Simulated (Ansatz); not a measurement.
CH5GaN (SMILES [CH3][Ga+][NH2]), charge +1, singlet, at a GFN2-xTB geometry (such geometries of metal compounds can be far from the true shape); WB97X/def2-SVPD (Ansatz, an electronic-structure program).

The Ansatz input:
Ansatz 0.2 input:
```yaml
crystal:
  periodic: [false, false, false]
  atoms:
    - {symbol: Ga, position_ang: [-0.02078167, -0.04139309, 0.01871991]}
    - {symbol: C, position_ang: [-0.32965711, 1.59034736, -1.18372534]}
    - {symbol: H, position_ang: [-1.18371196, 2.14260301, -0.78054048]}
    - {symbol: H, position_ang: [-0.53325475, 1.22375778, -2.19427313]}
    - {symbol: H, position_ang: [0.58532729, 2.19041600, -1.15293618]}
    - {symbol: N, position_ang: [0.45638313, -1.42157676, 1.12474740]}
    - {symbol: H, position_ang: [0.54897475, -2.36245116, 0.73536416]}
    - {symbol: H, position_ang: [0.01015732, -1.50218645, 2.04118885]}
basis:
  gaussian:
    orbitals: def2-SVPD
hamiltonian:
  xc: {name: wB97X}
total_charge: 1
accuracy: high
```

Write the output that Ansatz gives for this input, abridged.


```
Functional definition: wB97X
2353 factors; integrals over basis functions are off by at most 7.9e-9 eV
485 factors; integrals over basis functions are off by at most 1.9e-9 eV
mean field evaluation 1: about -54959.9534 eV, gradient 7.5e1 eV
mean field evaluation 2: about -54956.9205 eV, gradient 8.3e1 eV
mean field evaluation 4: about -54971.6594 eV, gradient 2.9e0 eV
mean field evaluation 8: about -54971.7248 eV, gradient 3.2e-1 eV
mean field evaluation 16: about -54971.7250 eV, gradient 6.7e-5 eV
mean field -54971.72500008 eV, -2020.1736325794 hartree, gradient 4.2e-8 eV, S^2 0.000000; 0 other end points of the search recorded, 0 dependent functions left out
reference -54971.72499575 eV, -2020.1736324202 hartree; 24, 24 occupied and 94, 94 virtual orbitals, 2353 factors
Total energy: -54971.72499575 eV, -2020.1736324202 hartree
```
